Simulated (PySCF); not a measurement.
PySCF job for Si(F)(Cl)2(OMe) (CH3Cl2FOSi), SMILES CO[Si](F)(Cl)Cl, TDDFT-PBE0/def2-SVPD. Geometry optimised at B3LYP-D3(BJ)/def2-SVP. The values are those of a single conformer.

```python
import numpy as np
from pyscf import gto, scf, dft, tdscf

mol = gto.M(
    atom='''
    C    -2.31138973   -0.12819110   -1.22657160
    O    -0.97099534    0.33272685   -1.15155387
    Si    0.18003177   -0.14951861   -0.10909358
    F     0.66019747   -1.65270494   -0.43637347
    Cl    1.77775275    1.09527822   -0.29687978
    Cl   -0.53156491   -0.16576575    1.81411362
    H    -2.79848309   -0.10059643   -0.23749517
    H    -2.35246047   -1.15877554   -1.61671031
    H    -2.86017052    0.53259656   -1.91223811
    ''',
    basis='def2-SVPD',
    charge=0,
    spin=0,
    max_memory=1600,
    verbose=4,
)
mf = dft.RKS(mol, xc='pbe0').density_fit(auxbasis='def2-universal-jkfit')
mf.grids.level = 3
mf.conv_tol = 1e-9
mf.max_cycle = 100
mf.kernel()
mf.grids = dft.Grids(mol).set(level=1).build(with_non0tab=True)  # coarser grid for the response kernel
td = tdscf.TDDFT(mf)
td.singlet = True
td.nstates = 10
td.conv_tol = 1e-4
td.positive_eig_threshold = 1e-6
td.kernel(x0=td.get_init_guess(mf, 15))
td.analyze()
tt = tdscf.TDA(mf)
tt.singlet = False
tt.nstates = 4
tt.conv_tol = 1e-4
tt.positive_eig_threshold = 1e-6
tt.kernel(x0=tt.get_init_guess(mf, 9))
tt.analyze(verbose=3)
```

Log of the run:

```
PySCF version 2.14.0

[INPUT] verbose = 4
[INPUT] num. atoms = 9
[INPUT] num. electrons = 74
[INPUT] charge = 0
[INPUT] spin (= nelec alpha-beta = 2S) = 0
[INPUT] symmetry False subgroup None
[INPUT] Mole.unit = angstrom
[INPUT] Symbol           X                Y                Z      unit          X                Y                Z       unit  Magmom
[INPUT]  1 C     -2.311389730000  -0.128191100000  -1.226571600000 AA   -4.367893556832  -0.242246070607  -2.317884396170 Bohr   0.0
[INPUT]  2 O     -0.970995340000   0.332726850000  -1.151553870000 AA   -1.834915260829   0.628762620789  -2.176121431983 Bohr   0.0
[INPUT]  3 Si     0.180031770000  -0.149518610000  -0.109093580000 AA    0.340210739021  -0.282549223426  -0.206156988148 Bohr   0.0
[INPUT]  4 F      0.660197470000  -1.652704940000  -0.436373470000 AA    1.247592406431  -3.123159701316  -0.824626346326 Bohr   0.0
[INPUT]  5 Cl     1.777752750000   1.095278220000  -0.296879780000 AA    3.359465814692   2.069775866001  -0.561021476121 Bohr   0.0
[INPUT]  6 Cl    -0.531564910000  -0.165765750000   1.814113620000 AA   -1.004512097329  -0.313251868333   3.428177900643 Bohr   0.0
[INPUT]  7 H     -2.798483090000  -0.100596430000  -0.237495170000 AA   -5.288366604327  -0.190099701809  -0.448800827207 Bohr   0.0
[INPUT]  8 H     -2.352460470000  -1.158775540000  -1.616710310000 AA   -4.445506007166  -2.189768410445  -3.055139708661 Bohr   0.0
[INPUT]  9 H     -2.860170520000   0.532596560000  -1.912238110000 AA   -5.404938952355   1.006461633285  -3.613606312856 Bohr   0.0

nuclear repulsion = 472.655649449271
number of shells = 70
number of NR pGTOs = 258
number of NR cGTOs = 168
basis = def2-SVPD
ecp = {}


******** <class 'pyscf.df.df_jk.DFRKS'> ********
method = DFRKS
initial guess = minao
damping factor = 0
level_shift factor = 0
DIIS = <class 'pyscf.scf.diis.CDIIS'>
diis_start_cycle = 1
diis_space = 8
diis_damp = 0
SCF conv_tol = 1e-09
SCF conv_tol_grad = None
SCF max_cycles = 100
direct_scf = False
XC library pyscf.dft.libxc version 7.1.2
    S. Lehtola, C. Steigemann, M. J. T. Oliveira, and M. A. L. Marques,  SoftwareX 7, 1–5 (2018)
XC functionals = pbe0
    C. Adamo and V. Barone,  J. Chem. Phys. 110, 6158 (1999)
    M. Ernzerhof and G. E. Scuseria,  J. Chem. Phys. 110, 5029 (1999)
radial grids:
    Treutler-Ahlrichs [JCP 102, 346 (1995); DOI:10.1063/1.469408] (M4) radial grids

becke partition: Becke, JCP 88, 2547 (1988); DOI:10.1063/1.454033
pruning grids: <function nwchem_prune>
grids dens level: 3
symmetrized grids: False
atomic radii adjust function: <function treutler_atomic_radii_adjust>
small_rho_cutoff = 0
Set gradient conv threshold to 3.16228e-05
Initial guess from minao.
tot grids = 128832
******** <class 'pyscf.df.df.DF'> ********
auxbasis = def2-universal-jkfit
init E= -1424.43650845671
  HOMO = -0.379618997270351  LUMO = -0.0525452761286815  gap/eV = 8.90013
cycle= 1 E= -1423.80613439704  delta_E= 0.63  |g|= 0.748  |ddm|= 4.19
  HOMO = -0.256510961659701  LUMO = -0.0198264640772399  gap/eV = 6.44051
cycle= 2 E= -1423.66668127909  delta_E= 0.139  |g|= 1.16  |ddm|= 2.16
  HOMO = -0.34650666166102  LUMO = -0.0115208653879546  gap/eV = 9.11543
cycle= 3 E= -1423.91183800945  delta_E= -0.245  |g|= 0.0848  |ddm|= 1.14
  HOMO = -0.338985299634404  LUMO = -0.0112729988716089  gap/eV = 8.91751
cycle= 4 E= -1423.91314544311  delta_E= -0.00131  |g|= 0.04  |ddm|= 0.161
  HOMO = -0.343501062189362  LUMO = -0.0121657431928552  gap/eV = 9.01609
cycle= 5 E= -1423.91349292138  delta_E= -0.000347  |g|= 0.01  |ddm|= 0.0539
  HOMO = -0.342664108570439  LUMO = -0.0116548367292149  gap/eV = 9.00722
cycle= 6 E= -1423.91351063458  delta_E= -1.77e-05  |g|= 0.00307  |ddm|= 0.0124
  HOMO = -0.342697582261998  LUMO = -0.0115864259848366  gap/eV = 9.00999
cycle= 7 E= -1423.91351237789  delta_E= -1.74e-06  |g|= 0.000719  |ddm|= 0.00403
  HOMO = -0.342750058126826  LUMO = -0.0116493585878445  gap/eV = 9.00971
cycle= 8 E= -1423.9135125113  delta_E= -1.33e-07  |g|= 9.88e-05  |ddm|= 0.0015
  HOMO = -0.342755368655873  LUMO = -0.0116408980140448  gap/eV = 9.01008
cycle= 9 E= -1423.91351251358  delta_E= -2.29e-09  |g|= 3.34e-05  |ddm|= 0.000176
  HOMO = -0.342752522183118  LUMO = -0.0116403093129813  gap/eV = 9.01002
cycle= 10 E= -1423.91351251386  delta_E= -2.77e-10  |g|= 7.57e-06  |ddm|= 4.69e-05
  HOMO = -0.342752303775919  LUMO = -0.0116410222620447  gap/eV = 9.01000
Extra cycle  E= -1423.91351251386  delta_E= 3.18e-12  |g|= 8.59e-06  |ddm|= 1.96e-05
converged SCF energy = -1423.91351251386
tot grids = 42120
Overwritten attributes  positive_eig_threshold  of <class 'pyscf.tdscf.rks.TDDFT'>


******** <class 'pyscf.tdscf.rks.TDDFT'> for <class 'pyscf.df.df_jk.DFRKS'> ********
nstates = 10 singlet
deg_eia_thresh = 1.000e-03
wfnsym = None
conv_tol = 0.0001
eigh lindep = 1e-12
eigh level_shift = 0
eigh max_cycle = 100


Excitation energies (eV)
[7.69907535 7.94346847 8.04660538 8.46117881 8.54902195 8.62529961
 8.77188998 8.98360863 9.02001172 9.18547778]

** Singlet excitation energies and oscillator strengths **
Excited State   1:      7.69908 eV    161.04 nm  f=0.0084
      37 -> 38        0.69175
Excited State   2:      7.94347 eV    156.08 nm  f=0.0351
      36 -> 38       -0.68195
Excited State   3:      8.04661 eV    154.08 nm  f=0.0058
      34 -> 38       -0.19841
      35 -> 38        0.65350
Excited State   4:      8.46118 eV    146.53 nm  f=0.0361
      34 -> 38       -0.63968
      35 -> 38       -0.19431
      37 -> 39        0.11333
Excited State   5:      8.54902 eV    145.03 nm  f=0.0204
      33 -> 38        0.36654
      37 -> 39       -0.57452
Excited State   6:      8.62530 eV    143.74 nm  f=0.0363
      32 -> 38        0.20776
      33 -> 38        0.53940
      37 -> 39        0.34410
Excited State   7:      8.77189 eV    141.34 nm  f=0.0670
      32 -> 38       -0.63193
      32 -> 39        0.10813
      33 -> 38        0.15551
      37 -> 39        0.15216
Excited State   8:      8.98361 eV    138.01 nm  f=0.0044
      33 -> 38       -0.11065
      36 -> 39        0.10986
      37 -> 40       -0.62140
      37 -> 41        0.19574
      37 -> 42        0.10395
Excited State   9:      9.02001 eV    137.45 nm  f=0.0103
      34 -> 39       -0.16676
      35 -> 39       -0.35267
      36 -> 39       -0.52314
      36 -> 40       -0.12671
      37 -> 41        0.10754
Excited State  10:      9.18548 eV    134.98 nm  f=0.0063
      35 -> 39        0.51910
      35 -> 40        0.10813
      36 -> 39       -0.31272
      36 -> 41       -0.12428
      36 -> 43       -0.10440
      37 -> 41        0.14891

** Transition electric dipole moments (AU) **
state          X           Y           Z        Dip. S.      Osc.
  1         0.1539     -0.0605      0.1304      0.0443      0.0084
  2         0.3133      0.1809     -0.2222      0.1803      0.0351
  3         0.0445      0.0605     -0.1535      0.0292      0.0058
  4        -0.0644     -0.1410      0.3875      0.1742      0.0361
  5         0.2243     -0.0167      0.2163      0.0974      0.0204
  6         0.3433     -0.2317     -0.0093      0.1716      0.0363
  7        -0.0368     -0.4454     -0.3345      0.3117      0.0670
  8         0.1387     -0.0172     -0.0202      0.0200      0.0044
  9         0.0756      0.1941     -0.0558      0.0465      0.0103
 10        -0.1276     -0.0575      0.0914      0.0279      0.0063

** Transition velocity dipole moments (imaginary part, AU) **
state          X           Y           Z        Dip. S.      Osc.
  1         0.0436     -0.0170      0.0379      0.0036      0.0085
  2         0.0920      0.0531     -0.0644      0.0154      0.0352
  3         0.0129      0.0189     -0.0466      0.0027      0.0061
  4        -0.0191     -0.0456      0.1236      0.0177      0.0380
  5         0.0689     -0.0016      0.0721      0.0099      0.0211
  6         0.1091     -0.0743     -0.0065      0.0175      0.0367
  7        -0.0116     -0.1450     -0.1088      0.0330      0.0683
  8         0.0460     -0.0101     -0.0053      0.0022      0.0045
  9         0.0254      0.0658     -0.0226      0.0055      0.0110
 10        -0.0438     -0.0200      0.0332      0.0034      0.0067

** Transition magnetic dipole moments (imaginary part, AU) **
state          X           Y           Z
  1        -0.1606      0.1160     -0.1433
  2         0.1936     -0.3308      0.0596
  3         0.1896     -0.0013      0.1524
  4        -0.0475      0.6163      0.2854
  5        -0.2342     -0.2438      0.6544
  6         0.0750     -0.1878     -0.1233
  7        -0.0630      0.0606      0.1435
  8         0.0874      0.4864      0.1063
  9         0.1510     -0.2667      0.2888
 10         0.6114     -0.6058      0.0342
Overwritten attributes  positive_eig_threshold  of <class 'pyscf.tdscf.rks.TDA'>


******** <class 'pyscf.tdscf.rks.TDA'> for <class 'pyscf.df.df_jk.DFRKS'> ********
nstates = 4 triplet
deg_eia_thresh = 1.000e-03
wfnsym = None
conv_tol = 0.0001
eigh lindep = 1e-12
eigh level_shift = 0
eigh max_cycle = 100


Excitation energies (eV)
[7.37360693 7.45295901 7.62596035 8.03283174]

** Triplet excitation energies and oscillator strengths **
Excited State   1:      7.37361 eV    168.15 nm  f=0.0000
Excited State   2:      7.45296 eV    166.36 nm  f=0.0000
Excited State   3:      7.62596 eV    162.58 nm  f=0.0000
Excited State   4:      8.03283 eV    154.35 nm  f=0.0000
```

Self-consistency was reached.

Cost: very roughly 7 core-minutes.
